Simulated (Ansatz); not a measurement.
CH₃ClGeO, SMILES `[Cl][GeH]1[CH2][O]1`, relaxed with RKS PBE0-D4/def2-TZVP in the Gaussian-basis code of Ansatz from a PBE-D4/def2-SVP geometry. The force threshold is 0.005 eV/Å; the program also tests the step.

Total charge 0; spin multiplicity 1.

Start:

```xyz
7

Cl   -2.148    1.487    0.362
Ge   -0.142    0.860   -0.167
C     0.464   -0.890    0.340
O    -0.128   -0.821   -0.960
H     0.532    1.893   -1.081
H     1.550   -1.124    0.379
H    -0.128   -1.405    1.127
```

By how much does the energy fall, and how many steps does the optimiser take? (Estimate.)

Ansatz gave: 0.05 eV, in 7 steps, 2 of them rejected.

Which bonds change most? (Best estimate.)

Ansatz gave: Ge2–O4 from 1.859 to 1.812 Å; Cl1–Ge2 from 2.167 to 2.132 Å; Ge2–C3 from 1.920 to 1.889 Å; C3–H6 from 1.111 to 1.090 Å.

Give the relaxed structure. (Best estimate.)

Ansatz gave: 
```xyz
7

Cl   -2.113    1.472    0.351
Ge   -0.159    0.826   -0.207
C     0.463   -0.866    0.357
O    -0.149   -0.829   -0.945
H     0.542    1.890   -1.035
H     1.527   -1.100    0.361
H    -0.111   -1.393    1.118
```
